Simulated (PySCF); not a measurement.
H5OSi2, SMILES [SiH2]O[SiH3], multiplicity 2.

The structure is a stationary point at PBE-D3(BJ)/def2-TZVP. The isomer is the one that the SMILES or the coordinates give; other isomers of the formula were not compared.

Level of theory: PySCF with PBE-D3(BJ)/def2-TZVP.

Frequencies are harmonic and unscaled.

| mode | ν (cm⁻¹) | IR (km/mol) | moving atoms (share of kinetic energy) |
|---|---|---|---|
| 1 | 40 | 0.4 | H 71 %, O 23 % |
| 2 | 78 | 0.4 | H 71 %, O 24 % |
| 3 | 106 | 0.4 | O 47 %, Si 33 %, H 20 % |
| 4 | 584 | 0.8 | Si 67 %, H 19 %, O 15 % |
| 5 | 676 | 3.1 | H 91 %, Si 8 % |
| 6 | 696 | 28.5 | H 86 %, Si 9 % |
| 7 | 714 | 66.8 | H 76 %, O 16 %, Si 8 % |
| 8 | 748 | 98.3 | H 82 %, Si 14 % |
| 9 | 886 | 149.9 | H 94 % |
| 10 | 919 | 62.2 | H 96 % |
| 11 | 922 | 60.8 | H 96 % |
| 12 | 945 | 298.0 | H 85 %, Si 13 % |
| 13 | 1055 | 361.4 | O 75 %, Si 17 % |
| 14 | 2079 | 75.0 | H 98 % |
| 15 | 2130 | 126.7 | H 96 % |
| 16 | 2160 | 88.9 | H 98 % |
| 17 | 2167 | 112.7 | H 96 % |
| 18 | 2187 | 107.8 | H 96 % |
